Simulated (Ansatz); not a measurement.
B3LYP has the VWN-RPA correlation part, as in Gaussian. 

Z-matrix (Å, degrees):
```
C
H 1 1.1042
H 1 1.1043 2 105.91
C 1 1.5306 2 109.39 3 -117.74
H 4 1.1050 1 109.08 2 -179.76
H 4 1.1050 5 105.83 1 -117.19
C 4 1.5277 5 109.76 6 -118.38
H 7 1.1014 4 111.64 5 58.02
H 7 1.1027 8 107.68 4 -122.28
H 7 1.1027 8 107.66 9 -115.47
C 1 1.5326 2 109.39 3 117.67
H 11 1.1025 1 111.36 2 63.00
H 11 1.1026 12 106.95 1 -121.74
Ge 11 1.9369 12 107.57 13 -115.07
O 14 1.7836 11 112.66 12 50.60
H 15 0.9672 14 110.85 11 127.54
O 14 1.7843 15 107.90 16 5.09
H 17 0.9671 14 110.76 15 -106.82
O 14 1.7853 15 107.22 16 -109.54
H 19 0.9670 14 110.90 15 1.91
```
Charge 0, multiplicity 1.

Problem. Estimate the total energy, adiabatic ionisation energy (no zero-point term) and hole reorganisation energy (four-point) that B3LYP-D3(BJ)/def2-TZVP // B3LYP-D3(BJ)/def2-SVP (Ansatz, a first-principles code) returns for this input.

Solution. 
```
Item                                                     Value
------------------------------------------------  ------------
total energy                                      -67012.62 eV
adiabatic ionisation energy (no zero-point term)       9.23 eV
hole reorganisation energy (four-point)               1.520 eV
```
